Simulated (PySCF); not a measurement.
C₂H₆GeO. Atoms are numbered in the order given.

```xyz
10

Ge     0.3107    -0.2541    -0.3812
O      1.7269    -0.2037     0.7076
C     -1.1062     0.9205     0.2270
C     -2.2409     0.4467     0.7502
H     -0.1684    -1.7099    -0.3034
H      0.7619     0.1378    -1.8067
H      2.1785     0.6462     0.6941
H     -0.9793     2.0069     0.1360
H     -2.4197    -0.6290     0.8641
H     -3.0470     1.1068     1.0908
```

Geometry: PBE0-D3(BJ)/def2-SVP. The values are those of a single conformer.

All values below come from PBE0-D3(BJ)/def2-SVP (PySCF 2.14.0).

Frequencies are harmonic and unscaled.

| mode | ν (cm⁻¹) | IR (km/mol) | Raman (Å⁴/amu) | depolarisation | moving atoms (share of kinetic energy) |
|---|---|---|---|---|---|
| 1 | 64 | 5.5 | 5.6 | 0.75 | H 39 %, C 35 %, O 20 % |
| 2 | 142 | 90.9 | 3.3 | 0.75 | H 85 % |
| 3 | 193 | 30.9 | 3.5 | 0.75 | O 43 %, H 29 %, Ge 14 %, C 13 % |
| 4 | 257 | 1.3 | 3.4 | 0.50 | C 52 %, H 39 % |
| 5 | 482 | 22.1 | 7.1 | 0.49 | H 69 %, C 23 % |
| 6 | 542 | 62.8 | 3.1 | 0.60 | H 59 %, C 28 %, Ge 9 % |
| 7 | 613 | 29.8 | 5.6 | 0.28 | C 47 %, H 38 %, Ge 13 % |
| 8 | 703 | 88.2 | 10.2 | 0.20 | O 68 %, Ge 18 %, H 13 % |
| 9 | 709 | 55.6 | 12.8 | 0.75 | H 81 %, O 10 % |
| 10 | 818 | 118.6 | 15.4 | 0.72 | H 93 % |
| 11 | 858 | 62.1 | 18.2 | 0.74 | H 98 % |
| 12 | 912 | 97.1 | 5.0 | 0.73 | H 91 %, O 8 % |
| 13 | 993 | 32.2 | 0.4 | 0.75 | H 73 %, C 27 % |
| 14 | 1005 | 7.3 | 4.5 | 0.66 | H 84 %, C 16 % |
| 15 | 1036 | 12.1 | 0.4 | 0.61 | H 93 % |
| 16 | 1268 | 0.8 | 10.1 | 0.27 | H 73 %, C 27 % |
| 17 | 1416 | 14.0 | 19.6 | 0.48 | H 85 %, C 15 % |
| 18 | 1686 | 6.0 | 13.1 | 0.09 | C 86 %, H 14 % |
| 19 | 2129 | 157.2 | 185.1 | 0.20 | H 99 % |
| 20 | 2186 | 95.4 | 112.2 | 0.23 | H 99 % |
| 21 | 3136 | 11.4 | 98.9 | 0.17 | H 95 % |
| 22 | 3165 | 3.6 | 145.7 | 0.28 | H 91 %, C 9 % |
| 23 | 3232 | 6.1 | 93.9 | 0.62 | H 89 %, C 11 % |
| 24 | 3912 | 73.3 | 94.3 | 0.26 | H 94 % |
